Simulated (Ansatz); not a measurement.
**Question.** Name a neutral molecule of B, C, F, N, Si and H with size of the dipole moment (B3LYP/def2-TZVPP) between 1.25 and 1.55 D and HOMO–LUMO gap (ωB97M-V/def2-TZVPP) between 9.00 and 9.30 eV (Ansatz, PBE0-D4/def2-TZVP geometry).

**Answer.** `B[SiH](F)CC=N` (1.31 D, 9.20 eV). Other molecules can fit too; these were computed, each in one conformer that needn't be the lowest.

B3LYP here is the variant with VWN-RPA as its local correlation; programs differ in this.
